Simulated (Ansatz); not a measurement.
Relaxation of a periodic cell of 21 atoms, SiH2F4 (contents 3 H2 + 3 SiF4, density as packed 1.64 g/cm³ with natural masses), to a largest force component of 0.3 eV/Å in at most 15 steps.

Method: DFT PBE-D3(BJ), scalar-relativistic, plane waves, PAW in Ansatz 0.2.0. Settings: cutoff 420 eV, k mesh 1x1x1, fermi-dirac smearing 0.05 eV, no spin polarisation.

```xyz
21
Lattice="6.8513 0.0000 0.0000 0.0000 6.8513 0.0000 0.0000 0.0000 6.8513" Properties=species:S:1:pos:R:3:forces:R:3
H 6.618 2.149 0.787 -0.18 -0.17 -0.28
H 6.506 1.517 0.423 -0.27 -0.29 -0.39
H 6.115 3.958 5.212 0.00 0.23 0.42
H 5.883 3.643 4.587 -0.27 -0.13 -0.31
H 3.411 2.235 1.102 -0.39 0.08 -0.24
H 4.037 1.962 1.378 0.31 -0.19 0.06
Si 1.817 2.912 4.363 -0.10 0.42 0.12
F 2.319 4.178 5.166 -0.07 -0.18 -0.09
F 1.055 1.934 5.344 0.30 0.07 -0.26
F 0.837 3.373 3.211 0.23 0.76 0.53
F 3.058 2.163 3.731 0.00 0.96 0.68
Si 4.877 5.125 1.049 -0.19 0.02 -0.07
F 3.704 5.000 2.101 0.92 -1.46 -0.73
F 5.934 6.183 1.562 -1.14 -0.05 -0.13
F 5.581 3.720 0.874 -0.17 0.85 0.10
F 4.291 5.598 -0.341 0.17 0.03 0.32
Si 1.547 0.038 2.491 0.04 -0.50 -0.17
F 1.358 -0.976 1.292 0.77 0.15 0.00
F 0.586 -0.367 3.679 0.27 0.10 0.02
F 3.047 -0.006 2.988 -0.89 0.49 0.25
F 1.196 1.501 2.004 0.65 -1.19 0.18
```

**Question.** Where does it end, and by what steps?

**Answer.** The run converged. The threshold is loose, so the end isn't yet a minimum. The force dipped under the threshold on the way, but the program's further checks kept it going. Limits of this set-up: coarse k mesh. After 7 steps the energy has fallen by 1.825 eV; F11 moved furthest, 1.04 Å.

```tsv
step	energy less start (eV)	largest force component (eV/Å)	accepted
0	0.0000	1.459	yes
1	-0.8657	0.668	yes
2	-1.3122	0.749	yes
3	-1.5513	0.603	yes
4	-1.6901	0.188	yes
5	-1.6901	0.187	yes
6	-1.7722	0.196	yes
7	-1.8249	0.296	yes
```

```xyz
21
Lattice="6.8513 0.0000 0.0000 0.0000 6.8513 0.0000 0.0000 0.0000 6.8513" Properties=species:S:1:pos:R:3
H 6.211 1.644 0.145
H 6.035 1.166 -0.420
H 6.073 4.220 4.919
H 5.852 3.740 4.370
H 3.097 1.912 0.803
H 3.797 1.621 0.857
Si 2.241 3.144 4.732
F 2.272 4.143 5.956
F 1.362 1.892 5.128
F 1.617 3.866 3.478
F 3.697 2.659 4.378
Si 4.929 5.189 0.977
F 3.787 4.403 1.721
F 5.419 6.367 1.911
F 6.103 4.187 0.663
F 4.401 5.825 -0.365
Si 1.358 -0.042 2.755
F 1.327 -0.936 1.459
F 0.402 -0.539 3.899
F 2.840 -0.049 3.305
F 0.955 1.426 2.332
```

Whether the end is a true minimum wasn't checked by a vibrational analysis.

Run time: 16 s on 1 thread of Arm Neoverse V2, on a shared host, peak memory 0.38 GiB.
